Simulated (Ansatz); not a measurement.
`CC(C)[SiH2]Cl` + H₂ → `[SiH3]Cl` + `CCC` at 700 K and 1 bar (hydrogenolysis of the Si–C bond).

Calculated with Ansatz (gas phase, PBE0-D4/def2-TZVP geometries, no zero-point term in ΔE). CBS: MP2 limit from def2 TZ/QZ plus the TZ coupled-cluster correction, frozen cores. This one scheme is used for every species. One conformer a species, not always the lowest.

| species | CCSD(T)/CBS energy (Eh) | H − E (kJ/mol) | S (J/(mol·K)) |
| --- | --- | --- | --- |
| `CC(C)[SiH2]Cl` | -868.49382 | 385.4 | 495.7 |
| H₂ | -1.17544 | 46.8 | 155.3 |
| `[SiH3]Cl` | -750.69636 | 107.0 | 306.3 |
| `CCC` | -118.98051 | 329.4 | 356.3 |

H − E and S are ideal-gas, rigid-rotor, harmonic terms from PBE0-D4/def2-TZVP, for one conformer and one mirror image of each species. For small species the MP2-based limit differs from directly extrapolated CCSD(T) by up to some mEh (0.8 for H₂); such offsets cancel only in part. 1 Eh = 2625.50 kJ/mol, R = 8.31446 J/(mol·K).

**Question.** By hand: ΔE, ΔH, ΔS and ΔG.

**Answer.** ΔE = (-750.69636) + (-118.98051) − (-868.49382) − (-1.17544) = -0.00761 Eh = -20.0 kJ/mol. Δ(H − E) = 107.0 + 329.4 − 385.4 − 46.8 = 4.2, so ΔH = -15.8 kJ/mol. ΔS = 306.3 + 356.3 − 495.7 − 155.3 = 11.6 J/(mol·K). ΔG = -15.8 − 700 × (11.6)/1000 = -23.9 kJ/mol.

**Question.** By hand: the equilibrium constant, and the temperature at which ΔG would vanish if ΔH and ΔS stayed fixed.

**Answer.** log₁₀ K = −ΔG/(RT ln 10) = 1.8. ΔH and −TΔS have one sign here, so there is no such temperature.

TΔS isn't small against ΔH here. A doubt of 5 kJ/mol in ΔE shifts log₁₀ K by 0.4 here. Other conformers and mirror images would add mixing entropy, several J/(mol·K) or more a flexible species. These are equilibria of isolated gas molecules and say nothing of rates. Largest T1 diagnostic: 0.009 (customary marks: 0.02 for closed shells, 0.045 for open ones).

ΔS is within the doubt of such terms, so its sign, and with it that verdict, could turn.
